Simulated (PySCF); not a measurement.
SiClI, SMILES Cl[Si]I (connectivity only; charge and spin as stated), neutral, multiplicity 1.

Geometry: B3LYP-D3(BJ)/def2-TZVP. The def2 effective core potentials stand for the cores of I; spin–orbit coupling is left out.

Calculation: B3LYP/def2-TZVPD (PySCF).

Symmetry labels are those of the subgroup Cs that the program uses (full group Cs).

Computed valence orbital energies around the gap with their symmetry:
```json
[
 {"orbital": "HOMO−7", "symmetry": "A'", "energy (eV)": "-19.23"},
 {"orbital": "HOMO−6", "symmetry": "A'", "energy (eV)": "-13.72"},
 {"orbital": "HOMO−5", "symmetry": "A'", "energy (eV)": "-10.41"},
 {"orbital": "HOMO−4", "symmetry": "A\"", "energy (eV)": "-9.91"},
 {"orbital": "HOMO−3", "symmetry": "A'", "energy (eV)": "-9.85"},
 {"orbital": "HOMO−2", "symmetry": "A\"", "energy (eV)": "-7.93"},
 {"orbital": "HOMO−1", "symmetry": "A'", "energy (eV)": "-7.71"},
 {"orbital": "HOMO", "symmetry": "A'", "energy (eV)": "-7.23"},
 {"orbital": "LUMO", "symmetry": "A\"", "energy (eV)": "-3.32"},
 {"orbital": "LUMO+1", "symmetry": "A'", "energy (eV)": "-1.21"},
 {"orbital": "LUMO+2", "symmetry": "A'", "energy (eV)": "-0.63"},
 {"orbital": "LUMO+3", "symmetry": "A'", "energy (eV)": "0.06"}
]
```
